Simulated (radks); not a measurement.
Problem. All-electron atom: Dy+ in [Xe] 4f10 6s1. All-electron calculation, scalar-relativistic Kohn-Sham, LDA (Slater exchange, Perdew-Wang correlation), spin-unpolarised, spherical densities, point nucleus. Program: a radial shooting solver on a logarithmic mesh with Libxc functionals. Some entries of the table are withheld. Estimate them.

| orbital | occ. | eigenvalue (Ry) | <1/r> (bohr^-1) |
|---|---|---|---|
| 1s | 2 | (1) | 74.52 |
| 2s | 2 | -656.7462 | 17.32 |
| 2p | 6 | (2) | 16.09 |
| 3s | 2 | -146.5141 | 6.369 |
| 3p | 6 | -123.8801 | 5.972 |
| 3d | 10 | (3) | 5.667 |
| 4s | 2 | -29.31981 | 2.690 |
| 4p | 6 | -21.86501 | 2.466 |
| 4d | 10 | -11.71362 | 2.174 |
| 5s | 2 | -4.09018 | (4) |
| 5p | 6 | -2.35461 | 0.8464 |
| 4f | 10 | -0.72290 | 1.555 |
| 6s | 1 | -0.66980 | (5) |

Solution. 
(1) 1s eigenvalue (Ry): -3940.992
(2) 2p eigenvalue (Ry): -583.0095
(3) 3d eigenvalue (Ry): -94.71955
(4) 5s <1/r> (bohr^-1): 1.020
(5) 6s <1/r> (bohr^-1): 0.3422
